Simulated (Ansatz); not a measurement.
`Cl[SiH](Cl)C[CH2][GeH3]` + `N[SiH](F)F` → `F[SiH](F)N[SiH](Cl)Cl` + `C[CH2][GeH3]`  (ligand exchange at the Si–C bond)

Computed with Ansatz on PBE0-D4/def2-TZVP structures; ΔE is electronic, products minus reactants. CCSD(T)/CBS adds triple-zeta CCSD(T) − MP2 to the extrapolated MP2 energy (def2 sets, frozen cores). This one scheme is used for every species. Functionals use def2-TZVPP. B3LYP here is the variant with VWN-RPA as its local correlation; programs differ in this. For Ge outer-core shells are correlated without core-valence functions, which leaves a few kJ/mol of doubt a bond. Scalar relativity is left out up to krypton. One conformer a species, not always the lowest.

`Cl[SiH](Cl)C[CH2][GeH3]`:

Cartesian coordinates in Å:
```
Cl 2.142 -1.228 2.766
Si 1.458 -0.721 0.904
Cl 1.822 -2.266 -0.393
C -0.372 -0.406 1.004
C -1.099 -0.247 -0.332
Ge -0.552 1.304 -1.409
H 2.255 0.435 0.443
H -0.796 -1.240 1.576
H -0.499 0.485 1.632
H -2.174 -0.147 -0.160
H -0.964 -1.139 -0.949
H -1.505 1.469 -2.604
H 0.883 1.124 -1.935
H -0.598 2.576 -0.542
```

`N[SiH](F)F`:

Cartesian coordinates in Å:
```
N -0.407 0.962 -0.127
Si 0.182 -0.591 0.150
F -0.772 -1.619 -0.593
F 1.625 -0.874 -0.457
H -0.150 1.733 0.466
H -0.734 1.265 -1.029
H 0.256 -0.875 1.590
```

`F[SiH](F)N[SiH](Cl)Cl`:

Z-matrix (Å, degrees):
```
Si
F 1 1.586
N 1 1.708 2 105.6
F 1 1.583 2 107.3 3 118.9
H 1 1.466 2 109.7 3 -124.4
Si 3 1.706 1 130.0 2 -177.1
H 3 1.013 1 114.2 2 2.7
Cl 6 2.041 3 110.6 1 124.3
Cl 6 2.039 3 106.3 1 4.6
H 6 1.472 3 114.0 1 -115.6
```

`C[CH2][GeH3]`:

Cartesian coordinates in Å:
```
C 0.612 1.010 -0.829
C -0.612 0.380 -0.179
Ge -0.181 -1.199 0.899
H 1.118 0.307 -1.496
H 0.342 1.887 -1.423
H 1.341 1.333 -0.082
H -1.341 0.077 -0.935
H -1.119 1.098 0.472
H 0.802 -0.819 2.023
H 0.486 -2.273 0.018
H -1.448 -1.799 1.534
```

(1) Is it downhill or uphill in electronic energy at CCSD(T)/CBS, and by how much? (Best estimate.)

(2) What do these levels give: ωB97X-V, PBE, B3LYP, HF/def2-TZVPP, SCS-MP2/def2-TZVPP, HF/def2-QZVPP? (An estimate is asked.)

Largest T1 diagnostic among the species: 0.011.

Answers

(1) Ansatz gave: Downhill: ΔE = -66.1 kJ/mol.

(2) Computed: ωB97X-V -65.4, PBE -60.9, B3LYP -70.0, HF/def2-TZVPP -80.6, SCS-MP2/def2-TZVPP -69.1, HF/def2-QZVPP -81.8 kJ/mol.

In def2-TZVPP, CCSD(T) changes the Hartree–Fock value by +14.0 kJ/mol (the triples alone add +1.8 kJ/mol) and MP2 by +14.5 kJ/mol.
